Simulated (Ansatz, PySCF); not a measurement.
Process, species as SMILES: CO[SiH3] + 2 [H][H] (H2) -> C (CH4) + O (H2O) + [SiH4] (SiH4)
Geometries: B3LYP-D3(BJ)/def2-TZVP minima from Ansatz (a first-principles code). Frequencies are from Ansatz or PySCF.

Quantity: energy of full hydrogenation (0 K, with B3LYP-D3(BJ) harmonic zero-point energies), in kcal/mol. Valence correlation only, unless marked. Spin-orbit coupling is left out. No relativistic terms. Basis-set limits of correlation are two-point, X^-3; Hartree-Fock from the larger set. [CCSD(T)-MP2]/basis is that difference in the basis named.

```csv
level,program,energy of full hydrogenation (kcal/mol)
PBE/def2-TZVPD,Ansatz,-10.1
r2SCAN-D3(BJ)/def2-TZVPD,Ansatz + dftd3,-6.4
CAM-B3LYP-D4/def2-TZVPD,Ansatz + dftd4,-7.0
LC-wPBE-D4/def2-TZVPD,Ansatz + dftd4,-8.4
B2PLYP-D3(BJ)/def2-TZVPD,Ansatz + dftd3,-6.3
PBE-QIDH/def2-TZVPD,Ansatz,-8.3
SCS-MP2/STO-3G,Ansatz,0.4
CCSD/cc-pV(T+d)Z,Ansatz,-8.7
"RI-MP2/CBS(cc-pV(T+d)Z,cc-pV(Q+d)Z)+[CCSD(T)-MP2]/cc-pV(D+d)Z",Ansatz,-8.2
"CCSD(T)/CBS(cc-pV(T+d)Z,cc-pV(Q+d)Z)",Ansatz,-7.6
```
